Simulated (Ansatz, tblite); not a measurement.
Isomers of Si$_{5}$H$_{3}$⁺ (singlet), found by a short tight-binding search and relaxed with PBE-D4/def2-SVP in Ansatz.

The xTB rows come from tblite. B3LYP takes the VWN-RPA correlation. Correlated methods freeze 25 core orbitals.

Run but left out: HF/def2-TZVPP (A: restricted singlet, unstable towards broken spin symmetry); B2PLYP/def2-TZVP (A: restricted singlet, unstable in another Hartree–Fock run and untested here).

A: The restricted singlet is unstable towards broken spin symmetry in Hartree–Fock (as tested in another run); at PBE-D4/def2-TZVP, r2SCAN-D4/def2-TZVP, B3LYP-D4/def2-TZVP, PBE0-D4/def2-TZVP this wasn't settled. At CCSD(T)/def2-TZVPP T1 of the charge 1 singlet is large (up to 0.021), so the single-reference result is doubtful. At CCSD(T)/def2-TZVPP the restricted singlet (for correlated methods, its reference) is unstable: a solution with broken spin symmetry lies lower. B: The restricted singlet is unstable towards broken spin symmetry in Hartree–Fock (as tested in another run); at r2SCAN-D4/def2-TZVP, B3LYP-D4/def2-TZVP, PBE0-D4/def2-TZVP this wasn't settled. At CCSD(T)/def2-TZVPP T1 of the charge 1 singlet is large (up to 0.027), so the single-reference result is doubtful. At CCSD(T)/def2-TZVPP the restricted singlet (for correlated methods, its reference) is unstable: a solution with broken spin symmetry lies lower. C: The restricted singlet is unstable towards broken spin symmetry in Hartree–Fock (as tested in another run); at PBE-D4/def2-TZVP, r2SCAN-D4/def2-TZVP, B3LYP-D4/def2-TZVP, PBE0-D4/def2-TZVP this wasn't settled. At CCSD(T)/def2-TZVPP T1 of the charge 1 singlet is large (up to 0.023), so the single-reference result is doubtful. At CCSD(T)/def2-TZVPP the restricted singlet (for correlated methods, its reference) is unstable: a solution with broken spin symmetry lies lower.

Other spin states weren't relaxed.

A:

```xyz
8

Si   -0.5918   -0.0659   -1.1865
Si    1.1537    1.5999    2.0695
Si   -0.6674   -1.8617    0.1185
Si    0.9634   -0.4283    0.7791
Si   -0.6533    1.5376    0.5531
H     1.0469    2.1774    0.4756
H    -0.5631    0.3731   -2.6225
H    -0.6885   -3.3320   -0.1869
```

B:

| atom | x (Å) | y (Å) | z (Å) |
| --- | --- | --- | --- |
| Si1 | -1.3404 | -0.5570 | 0.2711 |
| Si2 | 2.3013 | -0.6276 | -0.6902 |
| Si3 | -1.1809 | -0.6868 | -2.0580 |
| Si4 | 0.3949 | 0.7780 | -0.9810 |
| Si5 | 0.7928 | -0.5863 | 1.1004 |
| H6 | -2.5466 | -0.2388 | 1.1150 |
| H7 | 0.4802 | 2.2402 | -1.3089 |
| H8 | 1.0988 | -0.3218 | 2.5517 |

C:

```xyz
8

Si    0.3493   -2.5504    2.4350
Si   -0.3492    1.1087   -0.2181
Si   -0.8273    3.4325   -0.1646
Si   -0.6169   -0.7453   -1.3968
Si    0.0295   -0.9547    0.7101
H     1.8353   -2.4797    2.0071
H     0.6194    3.5850   -0.6939
H    -1.0401   -1.3962   -2.6790
```

Q: Estimate their order by electronic energy at PBE0-D4/def2-TZVP, counted from the lowest.

A: B (0.0) < A (8.6) < C (48.0), in kcal/mol.

Q: Do the other levels pick the same lowest one?

A: Not GFN2-xTB. Energies above each level's lowest (kcal/mol):

```tsv
level	A	B	C
GFN1-xTB	10.9	0.0	22.3
GFN2-xTB	29.8	11.5	0.0
PBE-D4/def2-TZVP	6.4	0.0	45.8
r2SCAN-D4/def2-TZVP	6.9	0.0	46.9
B3LYP-D4/def2-TZVP	10.7	0.0	40.6
PBE0-D4/def2-TZVP	8.6	0.0	48.0
MP2/def2-TZVPP	5.5	0.0	49.4
CCSD/def2-TZVPP	12.6	0.0	42.3
CCSD(T)/def2-TZVPP	9.8	0.0	44.7
```
Point groups (tolerance 0.1 Å): A not assigned, B not assigned, C not assigned. Lower isomers may exist.
